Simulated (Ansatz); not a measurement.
InSi19H30, a doped nanocrystal cut from the lattice of silicon (In on an inner site), relaxed as a doublet with UKS PBE-D4/def2-SVP in Ansatz, starting from a model built from a lattice or polyhedron. Force threshold 0.03 eV/Å.

In the def2 sets In takes a core potential; there is no spin–orbit coupling. Single mean-field runs in def2-SVP are fitted with def2-universal-jkfit.

Start:

Cartesian coordinates in Å:
```
Si -0.411 0.872 -2.783
Si -1.662 -2.741 -2.426
Si 2.822 -0.064 -0.938
Si 1.552 -3.660 -0.552
Si -3.834 0.196 -1.185
Si 0.652 2.870 0.314
Si -2.751 2.192 1.917
In -0.582 -0.746 0.694
Si 2.629 -1.660 2.495
Si 0.480 1.253 3.783
Si -0.489 -1.235 -3.767
Si -2.617 1.679 -2.509
Si 0.609 0.759 -0.701
Si -0.667 -2.857 -0.316
Si 2.758 -2.179 -1.935
Si 3.834 -0.201 1.173
Si -2.797 0.054 0.951
Si -1.536 3.651 0.551
Si 1.689 2.754 2.425
Si 0.415 -0.863 2.786
H 0.322 1.777 -3.640
H -3.034 -2.247 -2.276
H -1.728 -4.064 -3.027
H 3.562 0.835 -1.771
H 1.531 -4.989 -1.175
H 2.156 -3.754 0.746
H -3.853 -1.104 -1.785
H -5.212 0.703 -1.030
H 1.400 3.770 -0.524
H -4.102 2.681 2.088
H -2.125 2.105 3.242
H 2.575 -3.018 1.926
H 3.242 -1.770 3.837
H -0.877 1.763 3.946
H 1.128 1.170 5.095
H -1.125 -1.166 -5.093
H 0.870 -1.742 -3.922
H -3.242 1.770 -3.839
H -2.595 2.984 -1.933
H -1.401 -3.758 0.540
H 2.080 -2.097 -3.228
H 4.116 -2.718 -2.064
H 5.197 -0.707 1.002
H 3.877 1.124 1.778
H -3.550 -0.856 1.777
H -2.181 3.747 -0.759
H -1.529 4.987 1.159
H 1.708 4.051 3.047
H 3.036 2.245 2.265
H -0.340 -1.796 3.642
```

(1) Estimate the energy that the relaxation releases and the steps that it takes.

(2) Does the start keep its bonding and symmetry?

(3) Predict the relaxed structure.

Results:

(1) 90.3 kcal/mol, in 24 steps; 2.8 min on 2 threads of AMD EPYC 7R13 on a shared host and a share (18 GiB) of an NVIDIA H100 80GB HBM3. The force fell under the threshold at step 19, but the optimiser went on and released 0.003 eV more. No frequencies were taken in this run, so the end may be a saddle point.

(2) By distances, no bond broke or formed. The bond that changes most is In8–Si20, from 2.32 to 2.67 Å (atoms count from 1).

(3) 
Cartesian coordinates in Å:
```
Si -0.486 0.894 -2.805
Si -1.439 -2.933 -2.808
Si 2.853 -0.059 -0.835
Si 1.660 -3.823 -1.036
Si -3.892 0.051 -0.775
Si 0.695 2.963 0.200
Si -2.825 2.508 1.974
In -0.637 -0.905 0.612
Si 2.169 -1.777 2.757
Si 0.762 1.563 3.899
Si -0.502 -1.132 -4.011
Si -2.796 1.290 -2.463
Si 0.674 0.824 -0.759
Si -0.571 -3.168 -0.627
Si 3.020 -2.126 -1.958
Si 3.646 -0.616 1.326
Si -2.914 0.241 1.371
Si -1.449 3.850 0.605
Si 1.745 3.001 2.306
Si 0.164 -0.580 3.138
H 0.003 1.990 -3.727
H -2.934 -2.738 -2.783
H -1.164 -4.199 -3.586
H 3.865 0.891 -1.435
H 1.660 -4.983 -2.004
H 2.324 -4.297 0.231
H -3.949 -1.406 -1.148
H -5.316 0.561 -0.693
H 1.425 3.953 -0.681
H -4.238 3.038 1.883
H -2.390 2.638 3.410
H 1.847 -3.143 2.214
H 2.867 -1.960 4.088
H -0.432 2.243 4.516
H 1.768 1.334 5.006
H -1.367 -0.895 -5.227
H 0.875 -1.494 -4.498
H -3.504 0.923 -3.747
H -3.080 2.747 -2.203
H -1.283 -4.321 0.044
H 2.744 -1.975 -3.430
H 4.455 -2.574 -1.809
H 4.840 -1.524 1.139
H 4.125 0.594 2.085
H -3.703 -0.556 2.381
H -2.180 4.137 -0.679
H -1.272 5.163 1.331
H 1.629 4.400 2.864
H 3.210 2.677 2.191
H -0.700 -1.288 4.156
```
Bond lengths: 21 × Si–Si 2.34 to 2.37 Å; 4 × In–Si 2.57 to 2.67 Å; 30 × H–Si 1.50 to 1.51 Å.
